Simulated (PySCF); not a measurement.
CH7NSSi.
SMILES with atom numbers: `[CH3:1][S:2][SiH2:3][NH2:4]` (hydrogens: H5, H6, H7 on C1; H8, H9 on Si3; H10, H11 on N4)

The calculation used PySCF, PBE0-D3(BJ)/def2-SVP geometry optimisation, gas phase.

Give the optimised bond lengths and angles.

```csv
bond,length (Å)
C1–S2,1.821
S2–Si3,2.153
Si3–N4,1.721
"C1–H5, C1–H6, C1–H7",1.099
"Si3–H8, Si3–H9",1.495
"N4–H10, N4–H11",1.014
```

Bonds in one row agree within 0.01 Å and their mean is given. A selection of angles:
```csv
angle,degrees
S2–C1–H5,111.4
S2–C1–H7,107.0
H5–C1–H6,109.5
C1–S2–Si3,99.9
S2–Si3–N4,112.2
S2–Si3–H8,111.4
S2–Si3–H9,106.3
N4–Si3–H8,106.5
N4–Si3–H9,110.9
H8–Si3–H9,109.5
Si3–N4–H10,119.1
H10–N4–H11,111.0
```

Dihedral angles: C1–S2–Si3–N4 164° (antiperiplanar). The mirror-image conformer, all signs reversed, is as good.

Si3 (SiH2 silicon) is tetrahedral (angles from 106.3° to 112.2°). S2 (sulfur bonded to C and Si) is bent (angle 99.9°). N4 (silicon-bound nitrogen) has angles 120.1°, 119.1° and 111.0°, sum 350.1°, 0.22 Å off the plane of its three neighbours.

Point group: C1 (no symmetry element, even within 0.4 Å). PBE0-D3(BJ)/def2-SVP frequencies: not computed here. One conformer, not necessarily the lowest (C1–S2–Si3–N4 164°, S2–Si3–N4–H 84° and -58°).
